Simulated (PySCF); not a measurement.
# Computed data sheet: `CC#C[P-]c1cccs1`

Species: C₇H₆PS (charge -1).
Cartesian coordinates in Å at the GFN2-xTB level; atoms count from 1:
```
atom  x, y, z in Å
C1     3.5642   -0.0962   -0.4466
C2     2.3070   -0.7618   -0.1457
C3     1.2238   -1.2489    0.0828
P4    -0.2278   -2.1320    0.4797
C5    -1.3696   -0.8378    0.1355
C6    -1.1760    0.4541   -0.3161
C7    -2.3610    1.1864   -0.4684
C8    -3.4824    0.4899   -0.1434
S9    -3.0870   -1.1263    0.3730
H10    4.4047   -0.7081   -0.1090
H11    3.6697    0.0713   -1.5230
H12    3.6183    0.8724    0.0592
H13   -0.1927    0.8383   -0.5261
H14   -2.3855    2.2106   -0.8143
H15   -4.5103    0.7961   -0.1651
```

Among its groups: alkyne and aromatic ring with sulfur.

**GFN2-xTB geometry**

| Quantity | Value |
| --- | --- |
| Rotational constants A, B, C of the GFN2-xTB geometry | 2.737, 0.645, 0.524 GHz |

From PBE0/pcSseg-1 ground state and GIAO shieldings, non-relativistic (PySCF):

| Property | Result |
| --- | --- |
| HOMO energy | 0.21 eV |
| LUMO energy | 4.01 eV |
| HOMO–LUMO gap | 3.80 eV |
| Lowest Hirshfeld atomic charge | -0.26 e on P4 |
| Highest Hirshfeld atomic charge | +0.04 e on H10/H12 |
| 13C chemical shifts (computed TMS as zero) by class | 186.4 (C5), 127.9 (C7), 118.0 (C6), 110.2 (C8), 105.6 (C2), 104.8 (C3), 9.1 (C1) ppm |
| 1H chemical shifts (computed TMS as zero) by class | 6.92 (H13), 6.21 (H14), 5.53 (H15), 2.42 (H10/H11/H12) ppm |
| Isotropic shieldings of nuclei other than C and H, by class | 413 (P4), 295 (S9) ppm |
| Mayer bond orders between heavy atoms | C1–C2 1.18, C2–C3 2.56, C3–P4 1.12, P4–C5 1.05, C5–C6 1.45, C6–C7 1.30, C7–C8 1.55, C8–S9 1.09, S9–C5 1.09 |

Monoisotopic mass of the ion (most abundant isotopes, electron mass counted): 152.9933 u.

With B = h/(8π²I), that is 505.379 GHz u Å² over I, the principal moments of inertia are 184.7, 783.7 and 965.2 u Å² (most abundant isotopes). The rotational constants make it an asymmetric top with κ = (2B − A − C)/(A − C) = -0.89, nearer the prolate limit (−1).

Geometry: GFN2-xTB, one conformer, isolated ion. GFN2-xTB frequencies show an imaginary mode (31i cm⁻¹), so this geometry is no minimum at that level. NMR classes are plain means over equivalent atoms (diastereotopic ones count apart unless rotation or inversion swaps them), as if these changed places fast; in this geometry the members of some classes differ. The HOMO energy is positive, so at this level the finite basis confines the outermost electrons. No diffuse functions stand in pcSseg-1, which bears on an anion's orbital energies.
